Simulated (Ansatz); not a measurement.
`C[O][GeH2][Br]` + H₂O → `[OH][GeH2][Br]` + CH₃OH at 600 K and 1 bar (formal hydrolysis of a Ge–O bond).

Gas-phase electronic energies from Ansatz, PBE0-D4/def2-TZVP geometries. CCSD(T)/CBS is the MP2 limit (def2-TZVPP, def2-QZVPP) plus CCSD(T) − MP2 in def2-TZVPP, frozen cores. This one scheme is used for every species. For Br, Ge outer-core shells are correlated without core-valence functions, which leaves a few kJ/mol of doubt a bond. Scalar relativity is left out up to krypton. One conformer a species, not always the lowest.

```
         species  CCSD(T)/CBS energy (Eh)  H − E (kJ/mol)  S (J/(mol·K))
`C[O][GeH2][Br]`              -4765.70555           208.7          444.2
             H₂O                -76.37941            76.8          212.8
`[OH][GeH2][Br]`              -4726.46896           122.8          376.5
           CH₃OH               -115.61712           163.6          277.3
```

H − E and S are ideal-gas, rigid-rotor, harmonic terms from PBE0-D4/def2-TZVP, for one conformer and one mirror image of each species. 1 Eh = 2625.50 kJ/mol, R = 8.31446 J/(mol·K).

**Question.** By hand: ΔE, ΔH, ΔS and ΔG.

**Answer.** ΔE = (-4726.46896) + (-115.61712) − (-4765.70555) − (-76.37941) = -0.00112 Eh = -2.9 kJ/mol. Δ(H − E) = 122.8 + 163.6 − 208.7 − 76.8 = 0.9, so ΔH = -2.0 kJ/mol. ΔS = 376.5 + 277.3 − 444.2 − 212.8 = -3.2 J/(mol·K). ΔG = -2.0 − 600 × (-3.2)/1000 = -0.1 kJ/mol.

**Question.** By hand: the equilibrium constant, and the temperature at which ΔG would vanish if ΔH and ΔS stayed fixed.

**Answer.** log₁₀ K = −ΔG/(RT ln 10) = 0.0. ΔG = 0 at ΔH/ΔS = 625 K, though so small a ΔH makes that figure unsure.

TΔS isn't small against ΔH here. The sign of ΔG lies within the doubt. A doubt of 5 kJ/mol in ΔE shifts log₁₀ K by 0.4 here. Other conformers and mirror images would add mixing entropy, several J/(mol·K) or more a flexible species. Modes under 60 cm⁻¹, often nearly free rotors, make the harmonic entropy too high. These are equilibria of isolated gas molecules and say nothing of rates. Largest T1 diagnostic: 0.010 (customary marks: 0.02 for closed shells, 0.045 for open ones).
